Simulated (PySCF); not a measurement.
Al²⁺: excitation energy

Al²⁺ [Ne] 3s1 (2S) → Al²⁺ [Ne] 3d1 (2D), as a difference of total energies. Computed with PySCF 2.14 in aug-cc-pwCVTZ, with no relativity, point nucleus. Correlated levels: nothing frozen. The calculations carry no spin-orbit coupling.

| method | excitation energy (eV) |
| --- | --- |
| UHF | 14.120 |
| MP2 (all electrons) | 14.320 |
| SCS-MP2 (all electrons) | 14.280 |
| CCSD (all electrons) | 14.321 |
| CCSD(T) (all electrons) | 14.327 |

Question: How much does correlation contribute at CCSD(T) (all electrons)?

Answer: 14.327 − (14.120) = 0.207 eV, measured against UHF.

The promoted electron is Rydberg-like, and one or two diffuse shells describe it only roughly, which tends to raise the upper state.
